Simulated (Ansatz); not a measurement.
Species: C3H10O3Si, charge 0, multiplicity 1. SMILES: CO[SiH](OC)OC
Coordinates optimised at B3LYP-D3(BJ)/def2-TZVP (Ansatz, an electronic-structure program):
```
Si
O 1 1.6294
C 2 1.4194 1 124.86
H 3 1.0897 2 108.06 1 171.95
H 3 1.0924 4 109.03 2 -120.49
H 3 1.0947 4 108.62 5 -118.47
O 1 1.6294 2 108.96 3 179.01
C 7 1.4194 1 124.86 2 60.24
H 8 1.0897 7 108.06 1 171.95
H 8 1.0924 9 109.03 7 -120.49
H 8 1.0947 9 108.62 10 -118.47
O 1 1.6294 2 108.96 3 60.24
C 12 1.4194 1 124.86 2 179.01
H 13 1.0897 12 108.06 1 171.95
H 13 1.0924 14 109.03 12 -120.49
H 13 1.0947 14 108.62 15 -118.47
H 1 1.4818 2 109.98 3 -60.37
```
Charge 0, spin multiplicity 1.

Wanted: vertical ionisation energy (to the doublet state of charge +1; each state is the SCF solution reached for its spin; the molecule has degenerate orbitals, so one determinant may break the symmetry; for the doublet the Hartree-Fock reference is unstable and T1 is 0.027), in eV. Valence correlation only, unless marked. UHF or UKS for open shells. No spin-orbit coupling. No relativistic terms. 

```tsv
level	program	vertical ionisation energy (eV)
HF/aug-cc-pV(T+d)Z	Ansatz	9.58
PBE0/def2-TZVPD	Ansatz	10.07
CAM-B3LYP/def2-TZVPD	Ansatz	10.46
wB97X-V/def2-TZVPD	Ansatz	10.59
CCSD/aug-cc-pV(D+d)Z	Ansatz	10.83
CCSD(T)/aug-cc-pV(D+d)Z	Ansatz	10.64
```
